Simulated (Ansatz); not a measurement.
A made-up structure of CH₄GeSi, singlet:

C1  (-0.463, -1.140, -0.037)
Si2  (-1.129, -1.004, -1.586)
Ge3  (0.337, 0.623, 0.201)
H4  (-0.352, -1.837, 0.784)
H5  (0.035, 1.411, -1.103)
H6  (-0.470, -2.148, -0.364)
H7  (1.865, 0.552, 0.367)
(Å)

It is relaxed with PBE-D4/def2-SVP and then PBE0-D4/def2-TZVP (Ansatz 0.2.0). Atoms count as bonded within 1.22 times the sum of their covalent radii (H–H: 0.88 Å). The end point is not checked to be a true minimum.

Problem. Does its bonding change? (A judgement: the text doesn't fix the answer.)

Solution. Computed: Yes. Formed: Si2–Ge3, Si2–H5, Si2–H7; broken: none.

Where it ends: The first stage lowers the energy by 3.49 eV in 15 steps. It ends as CH₄GeSi ([H]1[Si]23[H][Ge]12[CH2]3):
| atom | x (Å) | y (Å) | z (Å) |
| --- | --- | --- | --- |
| C1 | -0.3090 | -1.2901 | 0.0831 |
| Si2 | -0.1903 | -0.3158 | -1.5439 |
| Ge3 | 0.5571 | 0.3961 | 0.6994 |
| H4 | -1.3107 | -1.4625 | 0.4704 |
| H5 | -0.5264 | 1.0584 | -0.6276 |
| H6 | 0.3104 | -2.1811 | 0.1584 |
| H7 | 1.2922 | 0.2523 | -0.9777 |

Labels in which every atom is bracketed show which atoms are joined, not bond orders.

For scale, one of the runs: PBE0-D4/def2-TZVP relaxation, 140 basis functions, launched by `ansatz run in.yaml --threads 2 --pin off --events-out ev --progress --plain --max-ram 4352MiB`. Hardware: 2 CPU threads of an Arm Neoverse V1, shared host. Wall time about 27 s.
